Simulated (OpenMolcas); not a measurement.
**Pr3+: moving or changing the point charges**

Pr3+ among 6 point charges of -0.5 e arranged as a trigonal prism (D3h), 2.61 Å from the ion, with a polar angle of 51.6° against the regular 49.1°.

```
Program             : OpenMolcas
Method              : CASSCF
Basis               : ANO-RCC-VDZP [7s6p4d2f1g]
Scalar Hamiltonian  : DKH2, point nucleus
Active space        : 2 electrons in 7 orbitals (4f)
State averaging     : 2S+1 = 3 even, 21 roots; 2S+1 = 1 even, 27 roots kept (CI in the orbitals of an earlier block)
Spin-orbit coupling : RASSI with atomic mean-field integrals over the reference wave functions
```

Runs around this geometry, states (labels of D3, the rotations of D3h). Energies in cm-1 above the lowest state or level, χT in cm3 K/mol.

| R (Å) | q (e) | Ground state | First state of that spin | First gap with spin-orbit (degeneracies) | Width of lowest J | χT at 300 K |
| --- | --- | --- | --- | --- | --- | --- |
| 2.61 | -0.25 | 3E | 3E 6.7 | 2.5 (2, 1) | 72 | 1.646 |
| 2.61 | -0.5 | 3E | 3E 11.9 | 6.0 (2, 1) | 145 | 1.643 |
| 2.88 | -0.5 | 2S+1 = 3 | 3A1 33.0 | 11.6 (2, 1) | 107 | 1.645 |
| 2.99 | -0.5 | 3E | 3E 2.0 | 12.1 (2, 1) | 95 | 1.645 |

Taking the width of the lowest J multiplet as R^-n, n = -ln(95 / 145) / ln(2.99 / 2.61) = 3.1 between the shortest and longest distance.

Scaling the charges by -0.25 / -0.5 = 0.50 scales the width of the lowest J multiplet by 72 / 145 = 0.50; with fixed orbitals a first-order splitting would follow the charge.

Point charges carry no covalency, so the field is a model and not that of real ligands. A group larger than the point group allows holds several states that coincide in this model. No measured value stands beside these numbers.

A state without a sure symmetry label is named by its multiplicity alone.
